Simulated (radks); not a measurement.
Species: the ruthenium ion Ru4+. Configuration: [Kr] 4d4. Calculated with a radial shooting solver on a logarithmic mesh with Libxc functionals: Dirac Kohn-Sham, OLYP, spin-unpolarised, spherical densities, finite nucleus; open shells fill j = l - 1/2 first; Fermi nuclear charge, rms radius 4.4809 fm.

Unscreened Slater integrals over Kohn-Sham orbitals (cm^-1). Large and small components are both included. Empty in this configuration: 4d5/2.

integral          value
F0(4d3/2,4d3/2)  145840
F2(4d3/2,4d3/2)   74306
F0(4d3/2,4p3/2)  159940
F2(4d3/2,4p3/2)   80693
G1(4d3/2,4p3/2)  101850
G3(4d3/2,4p3/2)   62756
F0(4d3/2,4p1/2)  161400
G1(4d3/2,4p1/2)  101310
F0(4d3/2,4s1/2)  165450
G2(4d3/2,4s1/2)   75248
F0(4d3/2,4d5/2)  145280
F2(4d3/2,4d5/2)   74023
G2(4d3/2,4d5/2)   73991
G4(4d3/2,4d5/2)   48893
F0(4p3/2,4p3/2)  179220
F2(4p3/2,4p3/2)   94667
F0(4p3/2,4p1/2)  181360
G2(4p3/2,4p1/2)   95565
F0(4p3/2,4s1/2)  187230
G1(4p3/2,4s1/2)  127150
F0(4p3/2,4d5/2)  159180
F2(4p3/2,4d5/2)   80134
G1(4p3/2,4d5/2)  100960
G3(4p3/2,4d5/2)   62195
F0(4p1/2,4p1/2)  183600
F0(4p1/2,4s1/2)  189740
G1(4p1/2,4s1/2)  129780
F0(4p1/2,4d5/2)  160620
G3(4p1/2,4d5/2)   61710
F0(4s1/2,4s1/2)  196620
F0(4s1/2,4d5/2)  164590
G2(4s1/2,4d5/2)   74327
F0(4d5/2,4d5/2)  144720
F2(4d5/2,4d5/2)   73751
F4(4d5/2,4d5/2)   48733
